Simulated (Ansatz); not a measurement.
Nb2(NH2)10 (Nb₂N₁₀H₂₀). Total charge 0; singlet. Geometry r2SCAN-D4/def2-SVP.

```
atom   x (Å)   y (Å)   z (Å)
 Nb1   1.209   1.153   0.639
  N2   1.971   0.985  -1.229
  N3   0.462   0.548   2.421
  N4   3.030   1.445   1.426
  N5   0.736   3.104   0.680
  N6  -0.911   1.031  -0.254
 Nb7  -1.214  -1.154  -0.641
  N8  -3.035  -1.445  -1.427
  N9  -0.739  -3.104  -0.683
 N10  -1.970  -0.985   1.229
 N11  -0.462  -0.547  -2.420
 N12   0.906  -1.031   0.252
 H13   2.054   0.174  -1.836
 H14   2.188   1.825  -1.766
 H15   0.170  -0.375   2.735
 H16   0.166   1.241   3.109
 H17   3.244   1.457   2.422
 H18   3.876   1.638   0.893
 H19   1.362   3.829   1.027
 H20  -0.136   3.529   0.372
 H21  -1.631   1.389   0.379
 H22  -1.010   1.570  -1.117
 H23  -3.250  -1.456  -2.423
 H24  -3.881  -1.637  -0.894
 H25   0.135  -3.527  -0.377
 H26  -1.364  -3.830  -1.030
 H27  -2.040  -0.175   1.840
 H28  -2.179  -1.826   1.769
 H29  -0.157   0.373  -2.726
 H30  -0.163  -1.241  -3.106
 H31   1.626  -1.389  -0.379
 H32   1.004  -1.569   1.116
```

In the def2 sets Nb takes a core potential; there is no spin–orbit coupling.

**Question.** Estimate the orbital energies around the gap (eV) in Ansatz with PBE-D4/def2-SVP, PBE-D4/def2-TZVP, r2SCAN-D4/def2-TZVP, PBE0-D4/def2-SVP, PBE0-D4/def2-TZVP.

**Answer.** 
```json
{"orbital": "HOMO−9", "PBE-D4/def2-SVP": "-6.09", "PBE-D4/def2-TZVP": "-6.32", "r2SCAN-D4/def2-TZVP": "-6.65", "PBE0-D4/def2-SVP": "-7.65", "PBE0-D4/def2-TZVP": "-7.83"}
{"orbital": "HOMO−8", "PBE-D4/def2-SVP": "-5.93", "PBE-D4/def2-TZVP": "-6.18", "r2SCAN-D4/def2-TZVP": "-6.44", "PBE0-D4/def2-SVP": "-7.39", "PBE0-D4/def2-TZVP": "-7.60"}
{"orbital": "HOMO−7", "PBE-D4/def2-SVP": "-5.61", "PBE-D4/def2-TZVP": "-5.85", "r2SCAN-D4/def2-TZVP": "-6.11", "PBE0-D4/def2-SVP": "-7.02", "PBE0-D4/def2-TZVP": "-7.21"}
{"orbital": "HOMO−6", "PBE-D4/def2-SVP": "-5.55", "PBE-D4/def2-TZVP": "-5.77", "r2SCAN-D4/def2-TZVP": "-6.05", "PBE0-D4/def2-SVP": "-7.00", "PBE0-D4/def2-TZVP": "-7.17"}
{"orbital": "HOMO−5", "PBE-D4/def2-SVP": "-5.47", "PBE-D4/def2-TZVP": "-5.69", "r2SCAN-D4/def2-TZVP": "-5.95", "PBE0-D4/def2-SVP": "-6.85", "PBE0-D4/def2-TZVP": "-7.03"}
{"orbital": "HOMO−4", "PBE-D4/def2-SVP": "-5.43", "PBE-D4/def2-TZVP": "-5.65", "r2SCAN-D4/def2-TZVP": "-5.91", "PBE0-D4/def2-SVP": "-6.80", "PBE0-D4/def2-TZVP": "-6.98"}
{"orbital": "HOMO−3", "PBE-D4/def2-SVP": "-5.23", "PBE-D4/def2-TZVP": "-5.47", "r2SCAN-D4/def2-TZVP": "-5.78", "PBE0-D4/def2-SVP": "-6.68", "PBE0-D4/def2-TZVP": "-6.87"}
{"orbital": "HOMO−2", "PBE-D4/def2-SVP": "-5.20", "PBE-D4/def2-TZVP": "-5.42", "r2SCAN-D4/def2-TZVP": "-5.66", "PBE0-D4/def2-SVP": "-6.57", "PBE0-D4/def2-TZVP": "-6.74"}
{"orbital": "HOMO−1", "PBE-D4/def2-SVP": "-4.77", "PBE-D4/def2-TZVP": "-5.03", "r2SCAN-D4/def2-TZVP": "-5.30", "PBE0-D4/def2-SVP": "-6.10", "PBE0-D4/def2-TZVP": "-6.32"}
{"orbital": "HOMO", "PBE-D4/def2-SVP": "-4.41", "PBE-D4/def2-TZVP": "-4.66", "r2SCAN-D4/def2-TZVP": "-4.90", "PBE0-D4/def2-SVP": "-5.68", "PBE0-D4/def2-TZVP": "-5.89"}
{"orbital": "LUMO", "PBE-D4/def2-SVP": "-1.29", "PBE-D4/def2-TZVP": "-1.58", "r2SCAN-D4/def2-TZVP": "-1.47", "PBE0-D4/def2-SVP": "-0.52", "PBE0-D4/def2-TZVP": "-0.79"}
{"orbital": "LUMO+1", "PBE-D4/def2-SVP": "-1.17", "PBE-D4/def2-TZVP": "-1.43", "r2SCAN-D4/def2-TZVP": "-1.30", "PBE0-D4/def2-SVP": "-0.38", "PBE0-D4/def2-TZVP": "-0.62"}
{"orbital": "LUMO+2", "PBE-D4/def2-SVP": "-1.03", "PBE-D4/def2-TZVP": "-1.35", "r2SCAN-D4/def2-TZVP": "-1.23", "PBE0-D4/def2-SVP": "-0.28", "PBE0-D4/def2-TZVP": "-0.57"}
{"orbital": "LUMO+3", "PBE-D4/def2-SVP": "-0.90", "PBE-D4/def2-TZVP": "-1.18", "r2SCAN-D4/def2-TZVP": "-1.06", "PBE0-D4/def2-SVP": "-0.12", "PBE0-D4/def2-TZVP": "-0.37"}
{"orbital": "LUMO+4", "PBE-D4/def2-SVP": "-0.81", "PBE-D4/def2-TZVP": "-1.17", "r2SCAN-D4/def2-TZVP": "-1.05", "PBE0-D4/def2-SVP": "-0.03", "PBE0-D4/def2-TZVP": "-0.37"}
{"orbital": "LUMO+5", "PBE-D4/def2-SVP": "-0.70", "PBE-D4/def2-TZVP": "-1.03", "r2SCAN-D4/def2-TZVP": "-0.93", "PBE0-D4/def2-SVP": "0.07", "PBE0-D4/def2-TZVP": "-0.24"}
```
